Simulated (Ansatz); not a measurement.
Species: C10H7BS, SMILES `Bc1cc2cc(C#C)ccc2s1` (charge 0, multiplicity 1), formula C10H7BS.

### Question
How many basis functions does frozen-core CCSD(T)/cc-pVDZ // PBE0-D3(BJ)/def2-SVP (Ansatz, a quantum-chemistry and plane-wave program) use, how many core orbitals are frozen, and how many electrons are correlated?

### Answer
207 basis functions and 16 frozen orbitals, which leaves 56 correlated electrons. Core time is of the order of minutes.
